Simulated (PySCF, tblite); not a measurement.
Isomers of C5H12ClFSi, one GFN2-xTB conformer each. Single-point energies are computed at PBE0/pcSseg-1 (PySCF, gas phase, no added dispersion term), electronic only.

| SMILES | GFN2-xTB relative energy (kJ/mol) |
| --- | --- |
| CCC[C@H](F)[SiH2]CCl | 2.6 |
| CC[SiH2][C@@H](F)CCCl | 0.0 |
| CC[Si@@H](CCl)[C@@H](C)F | 31.2 |

Conformers: `[CH3:1][CH2:2][CH2:3][C@H:4]([F:5])[SiH2:6][CH2:7][Cl:8]` with C1–C2–C3–C4 -176°, C2–C3–C4–F5 65°, C3–C4–Si6–C7 -168°, C4–Si6–C7–Cl8 178°; `[CH3:1][CH2:2][SiH2:3][C@@H:4]([F:5])[CH2:6][CH2:7][Cl:8]` with C1–C2–Si3–C4 180°, C2–Si3–C4–F5 175°, Si3–C4–C6–C7 -178°, C4–C6–C7–Cl8 -179°; `[CH3:1][CH2:2][Si@@H:3]([CH2:4][Cl:5])[C@@H:6]([CH3:7])[F:8]` with C1–C2–Si3–C4 54°, C2–Si3–C4–Cl5 50°, C2–Si3–C6–C7 54°.

Task: What does PBE0/pcSseg-1 give for the same structures?

Result: 
```csv
SMILES,PBE0/pcSseg-1 E (Eh),PBE0/pcSseg-1 (kJ/mol),GFN2-xTB (kJ/mol),point group
CC[Si@@H](CCl)[C@@H](C)F,-1046.62559,0.0,31.2,C1
CC[SiH2][C@@H](F)CCCl,-1046.61552,26.4,0.0,C1
CCC[C@H](F)[SiH2]CCl,-1046.61208,35.5,2.6,C1
```

GFN2-xTB puts CC[SiH2][C@@H](F)CCCl lowest instead; measured from each level's own lowest isomer, the values differ by up to 32.9 kJ/mol (CCC[C@H](F)[SiH2]CCl: 2.6 against 35.5). Neighbours under 10 kJ/mol apart (CC[SiH2][C@@H](F)CCCl and CCC[C@H](F)[SiH2]CCl) can change places with a better method, another conformer or zero-point energy.

Task: Which frontier levels, dipoles and rotational constants go with these structures?

Result: 
```tsv
SMILES	HOMO (eV, PBE0/pcSseg-1)	LUMO (eV)	dipole (D)	A, B, C (MHz)
CC[Si@@H](CCl)[C@@H](C)F	-7.90	0.46	2.13	1495, 978.1, 706.2
CC[SiH2][C@@H](F)CCCl	-8.03	0.49	2.80	2301, 514.7, 436.5
CCC[C@H](F)[SiH2]CCl	-7.90	0.41	2.41	3249, 497.8, 457.5
```

Task: What happens when harmonic zero-point energies from GFN2-xTB frequencies are added?

Result: 
| SMILES | ZPE (kJ/mol) | electronic (kJ/mol) | with ZPE (kJ/mol) |
| --- | --- | --- | --- |
| CC[Si@@H](CCl)[C@@H](C)F | 415.5 | 0.0 | 0.0 |
| CC[SiH2][C@@H](F)CCCl | 411.6 | 26.4 | 22.5 |
| CCC[C@H](F)[SiH2]CCl | 412.1 | 35.5 | 32.1 |

The zero-point energies span 3.9 kJ/mol. The order is unchanged.
